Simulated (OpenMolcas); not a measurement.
# Computed transition rates of Pb

```yaml
Program: OpenMolcas 26.06
Method: CASSCF
Basis: ANO-RCC-VQZP [9s8p6d4f3g]
Scalar_Hamiltonian: X2C, point nucleus
Active_space: 2 electrons in 3 orbitals (6p)
State_averaging: 2S+1 = 3 even, 3 roots; 2S+1 = 1 even, 6 roots kept (CI in the orbitals of an earlier block)
Spin-orbit_coupling: RASSI with atomic mean-field integrals over the reference wave functions, term energies averaged over their components
```

Rates come from the transition moments of the reference wave functions (E1 and E2 in the length form). At fixed line strength A goes as λ^-3 for E1 and M1 and as λ^-5 for E2, so a rate at the computed wavelength can be rescaled to the measured one. Measured vacuum wavelengths follow from level energies in NIST Handbook of Basic Atomic Spectroscopic Data. Branching counts decays inside the model space alone, at computed energies, and the table is only a selection of the E2 and M1 lines, drawn from those between levels with measured partners whose computed energy lies within a factor of 1.5 of the measured one.

```csv
Upper,Lower,Type,λ computed (nm),λ measured (nm),A computed (s-1),A rescaled (s-1),Branching %
6s2 6p2 1S0,6s2 6p2 3P1,M1,398.7,461.9,8.17e+01,,77.0
6s2 6p2 1S0,6s2 6p2 3P2 [71 %],E2,464.9,531.4,2.00e+01,,18.8
6s2 6p2 1D2 [71 %],6s2 6p2 3P1,M1,728.3,733.2,1.02e+01,,51.0
6s2 6p2 1D2 [71 %],6s2 6p2 3P2 [71 %],M1,984.6,925.3,8.76e+00,,44.0
6s2 6p2 1S0,6s2 6p2 1D2 [71 %],E2,880.9,1249,4.41e+00,7.70e-01,4.2
6s2 6p2 3P1,6s2 6p2 3P0,M1,1599,1279,3.99e+00,7.80e+00,100.0
6s2 6p2 1D2 [71 %],6s2 6p2 3P2 [71 %],E2,984.6,925.3,5.23e-01,,2.6
6s2 6p2 1D2 [71 %],6s2 6p2 3P1,E2,728.3,733.2,4.75e-01,,2.4
6s2 6p2 3P2 [71 %],6s2 6p2 3P1,M1,2798,3532,4.39e-01,2.18e-01,71.2
6s2 6p2 3P2 [71 %],6s2 6p2 3P0,E2,1018,938.9,1.76e-01,2.64e-01,28.5
```

Spin-changing lines and M1 lines between different terms are not rescaled, since their strength hangs on the term gaps too.

The largest correction is for 6s2 6p2 1S0 → 6s2 6p2 1D2 [71 %] (E2): 4.41e+00 × (880.9 / 1249)^5 = 7.70e-01 s-1, a factor of 0.17.

No measured rate stands beside these. Rescaling mends the energy factor alone: line strengths can still be far off where a level mixes with configurations outside the active space, and weak or spin-changing lines hang on small mixing coefficients that depend on the term gaps too, so rescaling need not improve them.

Terms from blocks run as CI alone lack orbitals of their own. Spin-orbit splittings of 6p shells tend to come out small when the coupling is added on scalar orbitals. With the s shell closed, the reference lacks s² → p² mixing. Measured partners are found by configuration, term and J. A level has none where our copy of the source lacks it or the pairing is in doubt (some pairs that miss far off the trend of their configuration count as doubtful). Where the source uses jj or jK labels, the order within each J decides. Levels of configurations outside the active space are missing.

A share in square brackets marks a mixed level and gives the weight of the term that names it.
